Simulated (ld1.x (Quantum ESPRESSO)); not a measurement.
# Pseudopotential generation for silicon (Si): TM semilocal, LDA (PZ), non-relativistic.

* Element: silicon
* Generator: ld1.x (Quantum ESPRESSO) 7.5
* Type: norm-conserving Troullier–Martins (semilocal form)
* Functional: LDA (PZ)
* Relativity: non-relativistic
* Frozen core: [Ne]
* Valence charge: 4
* Reference configuration: 3s2 3p2
* Partial waves: 3p (bound): rc 2.10 bohr; 3d channel at 0.5 Ry: rc 2.20 bohr; 3s (bound): rc 1.95 bohr
* Local potential: the s channel
* Core correction: Bessel-smoothed model core inside 1.60 bohr

All-electron outer shells of the reference configuration (LDA (PZ), non-relativistic, ld1.x):

```
shell  level (eV)  outermost node (bohr)  outermost maximum (bohr)
   2p      -95.63                      –                      0.39
   3s      -10.84                   0.72                      1.77
   3p       -4.18                   0.72                      2.14
```

Problem. Estimate the cutoffs (Ry, on a coarse ladder) from which the occupation-weighted sum of valence levels, in a spherical-Bessel basis at the reference potential, stays within 10 and 1 mRy of its value at 400 Ry.

Solution. 15 Ry and 35 Ry.

Problem. Which valence shell sets the plane-wave cutoff?

Solution. 3s: its level needs 30 Ry to come within 1 mRy, against 8 Ry for 3p.

Problem. Tests: 3s2 3p1; 3s2 3p0; 3s1 3p0; 3s2 3p1.5; 3s1 3p2; 3s0 3p4; 3s2 3p2.3. Which has the largest error in its energy relative to the reference configuration, and how large is it?

Solution. 3s1 3p0, with +80 meV (all-electron minus pseudo) on +58.04 eV.
